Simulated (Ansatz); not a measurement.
ClH8NSi3 can be A, `[SiH3]N[SiH2][SiH2]Cl`, or B, `[SiH3][SiH2]N[SiH2]Cl`.

Computed with Ansatz on PBE0-D4/def2-TZVP structures; ΔE is electronic, products minus reactants. CCSD(T)/CBS is the MP2 limit (def2-TZVPP, def2-QZVPP) plus CCSD(T) − MP2 in def2-TZVPP, frozen cores. Functionals use def2-TZVPP. B3LYP here is the variant with VWN-RPA as its local correlation; programs differ in this. One conformer a species, not always the lowest.

A:

Z-matrix (Å, degrees):
```
Si
N 1 1.727
H 1 1.489 2 111.7
H 1 1.485 2 106.5 3 -118.9
H 1 1.486 2 112.0 3 120.9
Si 2 1.726 1 128.6 3 119.0
H 2 1.010 1 116.3 3 -60.2
Si 6 2.346 2 110.8 1 30.9
H 6 1.489 2 108.7 1 150.2
H 6 1.494 2 113.8 1 -90.7
Cl 8 2.067 6 108.6 2 44.9
H 8 1.487 6 110.2 2 162.8
H 8 1.484 6 114.0 2 -75.2
```

B:

Z-matrix (Å, degrees):
```
Si
Si 1 2.343
H 1 1.487 2 111.4
H 1 1.487 2 111.6 3 122.3
H 1 1.489 2 107.0 3 -118.8
N 2 1.740 1 110.9 3 -58.5
H 2 1.490 1 109.7 3 -179.6
H 2 1.491 1 108.7 3 64.1
Si 6 1.706 2 127.6 1 14.6
H 6 1.012 2 115.5 1 -179.4
Cl 9 2.064 6 113.5 2 81.0
H 9 1.479 6 108.5 2 -36.6
H 9 1.479 6 109.7 2 -160.3
```

Q: Which is lower in electronic energy at CCSD(T)/CBS, and by how much? (An estimate is asked.)

A: Computed: B, by 5.1 kcal/mol.

Q: Give E(B) − E(A) in kcal/mol with B3LYP, CCSD(T)/def2-SVP, PBE0-D4, B2PLYP, BLYP-D4, B3LYP-D4, ωB97M-V. (Best estimate.)

A: The calculation gave: B3LYP -5.1, CCSD(T)/def2-SVP -5.3, PBE0-D4 -5.3, B2PLYP -5.2, BLYP-D4 -4.9, B3LYP-D4 -4.8, ωB97M-V -5.2. None reverses the order clearly.

Q: Does the order hold for the free energy at 298.15 K (harmonic terms from PBE0-D4)? (Estimate.)

A: The calculation gave: Yes: G(B) − G(A) = -4.8 kcal/mol, for one conformer each. Modes under 60 cm⁻¹, often nearly free rotors, make the harmonic entropy too high.

Largest T1 diagnostic: 0.011.

Leaving LDA and LC-ωPBE aside and taking each functional with its dispersion term where it has one, the values, not all of them listed here, spread over 0.9 kcal/mol, from r2SCAN-D4 to BHLYP-D4. In def2-TZVPP, CCSD(T) changes the Hartree–Fock value by −1.0 kcal/mol (the triples alone add −0.2 kcal/mol) and MP2 by −0.8 kcal/mol.
